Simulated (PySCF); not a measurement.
# Magnetic susceptibility: `[NH3]->[Zn+2](<-[NH3])(<-[NH3])(<-[OH2])(<-[OH2])<-[OH2]`, [H$_{15}$N$_{3}$O$_{3}$Zn]2+, charge +2

Cartesian coordinates in Å; atom numbers follow the order of the lines, from 1:
```xyz
22

Zn    0.0083    0.0106   -0.0016
O     0.0274   -0.0522    2.1156
H     0.2566   -0.8254    2.6407
H    -0.4326    0.5545    2.7044
O     0.1924    0.0344   -2.1145
H     1.0404    0.1728   -2.5481
H    -0.4824    0.3490   -2.7242
O     2.1262   -0.0086    0.1183
H     2.7440   -0.5807   -0.3488
H     2.5701    0.2824    0.9219
N    -2.0622    0.0164   -0.0734
H    -2.4012   -0.5149   -0.8692
H    -2.4881    0.9349   -0.1434
H    -2.4706   -0.4180    0.7483
N     0.2002    2.0552    0.0233
H    -0.5654    2.5767   -0.3922
H     1.0363    2.3297   -0.4846
H     0.3167    2.4210    0.9629
N     0.0852   -2.0436   -0.1013
H     0.8926   -2.4562    0.3553
H     0.1355   -2.3288   -1.0753
H    -0.7296   -2.5092    0.2861
```

Total charge +2.

Level of theory: GIAO LDA/def2-SVP (def2-TZVP on Zn) magnetisability, rotational g tensor and spin-rotation constants, non-relativistic, gas phase in PySCF. Geometry: GFN2-xTB.

For an ion the centre-of-mass motion in the field is neglected.

Q: What are the magnetisability and the molar susceptibility?

A: Isotropic -1628 × 10⁻³⁰ J/T², or -98.1 × 10⁻⁶ cm³/mol; principal values -1644, -1630, -1610 × 10⁻³⁰ J/T², anisotropy 29 × 10⁻³⁰ J/T² (root of half the summed squared differences of the principal values). The susceptibility is in cgs units.

Q: Split it along the inertial axes a, b, c into diamagnetic and paramagnetic parts about the centre of mass, with the quadrupole moment.

A: 
```tsv
axis	χ (10⁻⁶ cm³/mol)	diamagnetic (10⁻⁶ cm³/mol)	paramagnetic (10⁻⁶ cm³/mol)	summed x² of all electrons (Å²)	quadrupole Θ (D Å)
a	-97.7	-883.1	785.4	108.4	+3.03
b	-98.4	-890.1	791.7	106.8	-0.37
c	-98.0	-912.9	814.9	101.4	-2.66
```
Anisotropies 2χaa − χbb − χcc = +1.0 and 2χbb − χaa − χcc = -1.2 × 10⁻⁶ cm³/mol. Θ is traceless in Buckingham's convention.

Q: And the rotational g tensor?

A: 
```csv
axis,rotational constant (GHz),g,nuclear part,electronic part
a,1.5523,+0.0464,0.6191,-0.5727
b,1.5167,+0.0473,0.6114,-0.5641
c,1.4586,+0.0461,0.6045,-0.5584
```
Asymmetric top; isotopes 1H, 14N, 16O, 64Zn; no vibrational averaging.
